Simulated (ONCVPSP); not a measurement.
Pseudopotential generation for lutetium: ONCV, PBE, scalar-relativistic.

ONCVPSP 4.0.1 was run on this input:

```
# ATOM AND REFERENCE CONFIGURATION
# atsym  z   nc   nv     iexc    psfile
  Lu 71.00    9    5        4      upf
#
#   n    l    f
    1    0    2.00
    2    0    2.00
    2    1    6.00
    3    0    2.00
    3    1    6.00
    3    2   10.00
    4    0    2.00
    4    1    6.00
    4    2   10.00
    4    3   14.00
    5    0    2.00
    5    1    6.00
    5    2    1.00
    6    0    2.00
#
# PSEUDOPOTENTIAL AND OPTIMIZATION
# lmax
    3
#
#   l,   rc,      ep,       ncon, nbas, qcut
    0    1.65    0.00    5    9    5.50
    1    1.70    0.00    4    7    7.40
    2    2.55    0.00    4    9    5.10
    3    1.00    0.00    3    8   16.30
#
# LOCAL POTENTIAL
# lloc, lpopt,  rc(5),   dvloc0
    4    5    0.80    0.00
#
# VANDERBILT-KLEINMAN-BYLANDER PROJECTORs
# l, nproj, debl
    0    3    0.80
    1    2    0.40
    2    3    0.90
    3    2    3.00
#
# MODEL CORE CHARGE
# icmod, fcfact, rcfact
    3    4.50    1.75
#
# LOG DERIVATIVE ANALYSIS
# epsh1, epsh2, depsh
   -4.00    5.00    0.02
#
# OUTPUT GRID
# rlmax, drl
    6.00    0.01
#
# TEST CONFIGURATIONS
# ncnf
    4
# nvcnf
#   n    l    f
    5
    4    3   14.00
    5    0    2.00
    5    1    6.00
    5    2    1.00
    6    0    1.00
#
    5
    4    3   14.00
    5    0    2.00
    5    1    6.00
    5    2    1.00
    6    0    0.00
#
    5
    4    3   14.00
    5    0    2.00
    5    1    6.00
    5    2    0.00
    6    0    0.00
#
    5
    4    3   13.00
    5    0    2.00
    5    1    6.00
    5    2    0.00
    6    0    0.00
#
```

Command:

```bash
oncvpsp.x < Lu.dat > Lu.out
```

Resulting log (shortened: citation, most of the input echo, consistency checks and plot data are left out):

```
ONCVPSP  (Optimized Norm-Conservinng Vanderbilt PSeudopotential)
scalar-relativistic version 4.0.1

#   n    l    f        energy (Ha)
    1    0    2.00    -2.3242682E+03
    2    0    2.00    -3.9564222E+02
    2    1    6.00    -3.4802735E+02
    3    0    2.00    -8.9661796E+01
    3    1    6.00    -7.5375776E+01
    3    2   10.00    -5.8237787E+01
    4    0    2.00    -1.7849423E+01
    4    1    6.00    -1.3162819E+01
    4    2   10.00    -7.0527453E+00
    4    3   14.00    -3.5366993E-01
    5    0    2.00    -2.2438844E+00
    5    1    6.00    -1.1635432E+00
    5    2    1.00    -6.4294425E-02
    6    0    2.00    -1.7122821E-01

Reference configufation results
  iterations    40
  all-electron total energy (Ha)   -1.45633443D+04

Begin loop to  construct optimized pseudo wave functions
and semi-local pseudopoentials for all angular momenta

   Wellstate for l =  0  n =  7
     eigenvalue =   0.6288
     asymptotic potential =   1.1288
     half-point radius =  5.1023

Calculating optimized projector #   1

 for l=   0

    Fraction of norm inside rc  0.885297
    Optimizing pswf for qcut=   5.51 a_B^-1,  ecut=  15.16 Ha
    Residual kinetic energy error=  3.42D-03 Ha

    Energy error per electron        Cutoff
         Ha          eV             Ha
         0.01000     0.27211       12.88
         0.00100     0.02721       41.54
         0.00010     0.00272       80.30
         0.00001     0.00027       91.01

Calculating optimized projector #   2

 for l=   0

    Fraction of norm inside rc  0.038493
    Optimizing pswf for qcut=   5.51 a_B^-1,  ecut=  15.16 Ha
    Residual kinetic energy error=  7.31D-04 Ha

    Energy error per electron        Cutoff
         Ha          eV             Ha
         0.01000     0.27211        9.16
         0.00100     0.02721       14.52
         0.00010     0.00272       29.65
         0.00001     0.00027       76.05

Calculating optimized projector #   3

 for l=   0

    Fraction of norm inside rc  0.048427
    Optimizing pswf for qcut=   5.51 a_B^-1,  ecut=  15.16 Ha
    Residual kinetic energy error=  1.42D-03 Ha

    Energy error per electron        Cutoff
         Ha          eV             Ha
         0.01000     0.27211       10.89
         0.00100     0.02721       15.92
         0.00010     0.00272       31.60
         0.00001     0.00027       62.38

WARNING wellstate: negative energy specified for n= 6 l=  1
WARNING scattering state with energy  0.25000000
WARNING will be used for the first projector

   Wellstate for l =  1  n =  6
     eigenvalue =   0.2500
     asymptotic potential =   0.7500
     half-point radius =  4.0006

Calculating optimized projector #   1

 for l=   1

    Fraction of norm inside rc  0.764195
    Optimizing pswf for qcut=   7.41 a_B^-1,  ecut=  27.47 Ha
    Residual kinetic energy error=  9.92D-06 Ha

    Energy error per electron        Cutoff
         Ha          eV             Ha
         0.01000     0.27211       12.81
         0.00100     0.02721       19.65
         0.00010     0.00272       23.81
         0.00001     0.00027       27.80

Calculating optimized projector #   2

 for l=   1

    Fraction of norm inside rc  0.085013
    Optimizing pswf for qcut=   7.41 a_B^-1,  ecut=  27.47 Ha
    Residual kinetic energy error=  8.36D-06 Ha

    Energy error per electron        Cutoff
         Ha          eV             Ha
         0.01000     0.27211        6.57
         0.00100     0.02721       18.08
         0.00010     0.00272       23.20
         0.00001     0.00027       27.29

   Wellstate for l =  2  n =  7
     eigenvalue =   0.8357
     asymptotic potential =   1.3357
     half-point radius =  6.7004

   Wellstate for l =  2  n =  7
     eigenvalue =   1.7357
     asymptotic potential =   2.2357
     half-point radius =  4.4980

Calculating optimized projector #   1

 for l=   2

    Fraction of norm inside rc  0.496046
    Optimizing pswf for qcut=   5.10 a_B^-1,  ecut=  13.00 Ha
    Residual kinetic energy error=  6.60D-06 Ha

    Energy error per electron        Cutoff
         Ha          eV             Ha
         0.01000     0.27211        6.83
         0.00100     0.02721        9.16
         0.00010     0.00272       11.02
         0.00001     0.00027       12.92

Calculating optimized projector #   2

 for l=   2

    Fraction of norm inside rc  0.116837
    Optimizing pswf for qcut=   5.10 a_B^-1,  ecut=  13.00 Ha
    Residual kinetic energy error=  1.67D-05 Ha

    Energy error per electron        Cutoff
         Ha          eV             Ha
         0.01000     0.27211        7.21
         0.00100     0.02721        9.74
         0.00010     0.00272       11.63
         0.00001     0.00027       14.38

Calculating optimized projector #   3

 for l=   2

    Fraction of norm inside rc  0.205264
    Optimizing pswf for qcut=   5.10 a_B^-1,  ecut=  13.00 Ha
    Residual kinetic energy error=  9.10D-05 Ha

    Energy error per electron        Cutoff
         Ha          eV             Ha
         0.01000     0.27211        8.85
         0.00100     0.02721       11.14
         0.00010     0.00272       13.18
         0.00001     0.00027       18.32

   Wellstate for l =  3  n =  6
     eigenvalue =   2.6463
     asymptotic potential =   3.1463
     half-point radius =  3.1947

Calculating optimized projector #   1

 for l=   3

    Fraction of norm inside rc  0.812436
    Optimizing pswf for qcut=  16.30 a_B^-1,  ecut= 132.83 Ha
    Residual kinetic energy error=  3.45D-05 Ha

    Energy error per electron        Cutoff
         Ha          eV             Ha
         0.01000     0.27211      104.14
         0.00100     0.02721      116.66
         0.00010     0.00272      126.98
         0.00001     0.00027      317.50

Calculating optimized projector #   2

 for l=   3

    Fraction of norm inside rc  0.039985
    Optimizing pswf for qcut=  16.30 a_B^-1,  ecut= 132.83 Ha
    Residual kinetic energy error=  1.88D-05 Ha

    Energy error per electron        Cutoff
         Ha          eV             Ha
         0.01000     0.27211       94.69
         0.00100     0.02721      111.75
         0.00010     0.00272      124.22
         0.00001     0.00027      153.03

Construct Vanderbilt / Kleinmman-Bylander projectors

B matrix Hermiticity error, ll=   0
   1   2    2.1430E-04
   1   3   -3.3540E-04
   2   3    2.8240E-05

  Orthonormal projector coefficients  8.7412E+03  2.1815E+01  2.7188E+00

B matrix Hermiticity error, ll=   1
   1   2    1.6625E-04

  Orthonormal projector coefficients  1.6881E+01  1.3525E+00

B matrix Hermiticity error, ll=   2
   1   2   -4.3904E-05
   1   3   -9.9820E-05
   2   3   -4.6811E-05

  Orthonormal projector coefficients  5.4950E+00 -4.5731E+00 -5.8501E-01

B matrix Hermiticity error, ll=   3
   1   2   -6.8350E-04

  Orthonormal projector coefficients -1.9683E+01 -6.9363E+00

Model core correction analysis
  based on d2Exc/dn_idn_j

d2excae - all-electron derivatives

   -2.129007D-02   -1.184412D-02   -8.621215D-03   -2.301615D-03
   -9.829839D-04
   -1.184394D-02   -2.695357D-02   -2.347903D-02   -6.915277D-03
   -1.478059D-03
   -8.621066D-03   -2.347898D-02   -2.416777D-02   -1.055318D-02
   -2.774342D-03
   -2.301555D-03   -6.915169D-03   -1.055314D-02   -1.740342D-02
   -1.771446D-02
   -9.828849D-04   -1.477769D-03   -2.773641D-03   -1.771057D-02
   -2.622847D-02

d2excps - pseudofunction derivatives with no core correction

   -3.926628D-02   -1.700702D-02   -1.093452D-02   -2.324667D-03
   -1.409725D-03
   -1.700695D-02   -2.621697D-02   -2.357013D-02   -7.023395D-03
   -1.439657D-03
   -1.093441D-02   -2.357008D-02   -2.442104D-02   -1.070888D-02
   -2.801022D-03
   -2.324608D-03   -7.023289D-03   -1.070884D-02   -1.763102D-02
   -1.773605D-02
   -1.409638D-03   -1.439379D-03   -2.800323D-03   -1.773218D-02
   -2.622337D-02

rms 2nd derivative error    3.940948E-03

rmatch, rhocmatch    0.6378   67.4302

Teter function model core charge with specified parameters

d2excps - pseudofunction derivatives with core correction

   -2.039392D-02   -1.005409D-02   -7.286305D-03   -1.990269D-03
   -8.766538D-04
   -1.005404D-02   -1.871646D-02   -1.827195D-02   -6.317887D-03
   -1.027510D-03
   -7.286228D-03   -1.827187D-02   -2.048066D-02   -1.008864D-02
   -2.538094D-03
   -1.990212D-03   -6.317729D-03   -1.008850D-02   -1.746796D-02
   -1.770173D-02
   -8.765538D-04   -1.027210D-03   -2.537394D-03   -1.769786D-02
   -2.618650D-02

rms 2nd derivative error    2.435841E-03

Pseudoatom total energy -268.231998

Diagnostic tests using Vanderbilt-Kleinman-Bylander pseudopotentials
  1 or more projectors used as specified by nproj input data

   l    rcore       rmatch      e in        delta e   norm test  slope test

   0   1.6509648   1.7010916  -2.2438844   0.0000005   1.0001736   1.0001761
   0   1.6509648   1.7010916  -0.1712282   0.0000038   1.0000524   1.0000430
   0   1.6509648   1.7010916   0.6287718   0.0000357   1.0003769   1.0003769

   1   1.7010916   1.7527405  -1.1635432  -0.0000083   1.0001082   1.0001197
   1   1.7010916   1.7527405   0.2500000  -0.0000137   1.0004264   1.0004264

   2   2.5549970   2.6325723  -0.0642944   0.0000009   1.0000443   1.0000533
   2   2.5549970   2.6325723   0.8357056   0.0000115   1.0001334   1.0001334
   2   2.5549970   2.6325723   1.7357056   0.0000266   1.0002056   1.0002056

   3   1.0048596   1.0353694  -0.3536699  -0.0001461   1.0003486   1.0002318
   3   1.0048596   1.0353694   2.6463301   0.0000101   1.0008067   1.0008067

 Testing for bound ghosts
   n   l    E NL Schr. Eq   E Basis Diag.   E Cutoff

       0                       -4.261205    164.62  WARNING - GHOST(-)
   1   0       -2.243884       -2.243881    164.62
   2   0       -0.171224       -0.073081    164.62

   2   1       -1.163551       -1.163460     76.99

       2                       -1.210562     84.81  WARNING - GHOST(-)
   3   2       -0.064294       -0.059954     84.81

   4   3       -0.353816       -0.349300    385.17

 Testing for highly-localized positive-energy ghosts
       l    <radius>/rc     E Basis Diag.   E Cutoff

       0        0.916474       39.228344    164.62  WARNING - GHOST(+)

       0        0.375501     8775.391071    164.62  WARNING - GHOST(+)

       1        0.329363        1.136001     76.99  WARNING - GHOST(+)

Test configuration 0

   n   l     f        eae           eps        diff
   1   0  2.0000-2324.26820613
   2   0  2.0000 -395.64221708
   2   1  6.0000 -348.02734846
   3   0  2.0000  -89.66179606
   3   1  6.0000  -75.37577554
   3   2 10.0000  -58.23778677
   4   0  2.0000  -17.84942303
   4   1  6.0000  -13.16281919
   4   2 10.0000   -7.05274527
   4   3 14.0000   -0.35366993   -0.35381602   -1.46D-04
   5   0  2.0000   -2.24388440   -2.24388386    5.36D-07
   5   1  6.0000   -1.16354316   -1.16355149   -8.33D-06
   5   2  1.0000   -0.06429442   -0.06429351    9.17D-07
   6   0  2.0000   -0.17122821   -0.17122446    3.75D-06

    Total energies and differences
      AE_ref= -1.45633443D+04  AE_tst= -1.45633443D+04  dif=  0.00D+00
      PS_ref= -2.68231998D+02  PS_tst= -2.68231998D+02  dif= -1.31D-12
      PSP excitation error=  1.31D-12

Test configuration 1

   n   l     f        eae           eps        diff
   1   0  2.0000-2324.51635311
   2   0  2.0000 -395.88900639
   2   1  6.0000 -348.27421229
   3   0  2.0000  -89.90819034
   3   1  6.0000  -75.62217856
   3   2 10.0000  -58.48417305
   4   0  2.0000  -18.09594391
   4   1  6.0000  -13.40936529
   4   2 10.0000   -7.29926503
   4   3 14.0000   -0.60010037   -0.60105169   -9.51D-04
   5   0  2.0000   -2.49061525   -2.49077543   -1.60D-04
   5   1  6.0000   -1.41031480   -1.41029125    2.35D-05
   5   2  1.0000   -0.28920603   -0.28916619    3.98D-05
   6   0  1.0000   -0.37522948   -0.37524529   -1.58D-05

    Total energies and differences
      AE_ref= -1.45633443D+04  AE_tst= -1.45630736D+04  dif=  2.71D-01
      PS_ref= -2.68231998D+02  PS_tst= -2.67961218D+02  dif=  2.71D-01
      PSP excitation error= -7.01D-05

Test configuration 2

   n   l     f        eae           eps        diff
   1   0  2.0000-2324.81237825
   2   0  2.0000 -396.18303970
   2   1  6.0000 -348.56837581
   3   0  2.0000  -90.20111884
   3   1  6.0000  -75.91512588
   3   2 10.0000  -58.77716856
   4   0  2.0000  -18.38923957
   4   1  6.0000  -13.70277486
   4   2 10.0000   -7.59274822
   4   3 14.0000   -0.89339711   -0.89538682   -1.99D-03
   5   0  2.0000   -2.78461510   -2.78489024   -2.75D-04
   5   1  6.0000   -1.70270275   -1.70262970    7.31D-05
   5   2  1.0000   -0.55354634   -0.55345486    9.15D-05

    Total energies and differences
      AE_ref= -1.45633443D+04  AE_tst= -1.45625856D+04  dif=  7.59D-01
      PS_ref= -2.68231998D+02  PS_tst= -2.67473030D+02  dif=  7.59D-01
      PSP excitation error= -2.65D-04

Test configuration 3

psatom: WARNING lschvkbb convergence error n,l,iter=   3   2   3
ea(ii),et,emin,emax -6.429351E-02 -7.072286E-02 -7.072286E-02 -7.072286E-02
run_config: WARNING for fully non-local PS atom, stg. 1
 WARNING no output for configuration 4

Test configuration 4

psatom: WARNING lschvkbb convergence error n,l,iter=   3   2   3
ea(ii),et,emin,emax -6.429351E-02 -7.072286E-02 -7.072286E-02 -7.072286E-02
run_config: WARNING for fully non-local PS atom, stg. 1
 WARNING no output for configuration 5
```

Note: ghosts flagged at negative energy: s at -116.0 eV, d at -32.9 eV; GHOST(+) flagged for p at 30.9 eV. A true bound ghost makes a file unfit for plane-wave use.

The run took about 6.8 s on one core of a shared server CPU.
